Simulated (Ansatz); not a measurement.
Calculated with Ansatz (gas phase, PBE0-D4/def2-TZVP geometries, no zero-point term in ΔE). CCSD(T)/CBS adds triple-zeta CCSD(T) − MP2 to the extrapolated MP2 energy (def2 sets, frozen cores). Each species was taken in one conformer, which may not be the lowest.

Consider the isomerisation: `CC1=C(F)[SiH]1F` → `C#C[SiH](F)CF`.

| species | HF/def2-TZVPP energy (Eh) |
| --- | --- |
| `CC1=C(F)[SiH]1F` | -603.88298 |
| `C#C[SiH](F)CF` | -603.89851 |

(1) Work out ΔE.

Largest T1 diagnostic among the species: 0.013.

Results:

(1) ΔE = (-603.89851) − (-603.88298) = -0.01553 Eh = -0.42 eV. CCSD(T)/CBS gives -0.22 eV.

In def2-TZVPP, CCSD(T) changes the Hartree–Fock value by +0.22 eV (the triples alone add +0.04 eV) and MP2 by +0.24 eV.
